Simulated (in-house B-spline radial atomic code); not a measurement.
## Ionising Pm XXXVIII (Pm37+) with different functionals

Computed with a radial B-spline atomic code at the basis-set limit: scalar-relativistic (spin-free X2C) Hamiltonian, Fermi nucleus of rms radius 4.962 fm, spin-polarised at highest spin, spherical fractional occupations for the functionals, the average over the highest-spin determinants for Hartree-Fock. The ionisation energy is the difference of two self-consistent energies, [Ar] 3d6 → [Ar] 3d5, without Breit or QED terms; ε is the level of the shell that loses the electron (its least bound occupied spin orbital). There is no spin-orbit coupling in this Hamiltonian.

Hybrids are left out here: with spherical fractional occupations of an open shell their exact exchange keeps a self-interaction that integer-occupation calculations don't have.

```json
{"method": "Hartree-Fock", "rung": "Hartree-Fock", "ΔSCF (eV)": "2648.6", "-ε(3d) (eV)": "2651.6"}
{"method": "OLYP", "rung": "GGA", "ΔSCF (eV)": "?", "-ε(3d) (eV)": "?"}
{"method": "PBE", "rung": "GGA", "ΔSCF (eV)": "?", "-ε(3d) (eV)": "?"}
{"method": "revTPSS", "rung": "meta-GGA", "ΔSCF (eV)": "2648.8", "-ε(3d) (eV)": "2599.5"}
```

Problem. What does PBE give?

Solution. ΔSCF 2650.7 eV, and -ε(3d) = 2601.1 eV.

Problem. What does OLYP give?

Solution. ΔSCF 2653.5 eV, and -ε(3d) = 2604.2 eV.

Problem. How do they compare with the NIST value?

Solution. NIST lists 2652 eV ± 4 (tabulated theory, ground level to ground level). Errors run from -3.4 to +1.5 eV; all lie within about twice that uncertainty, so the table can't rank the methods. Hartree-Fock also lacks correlation.
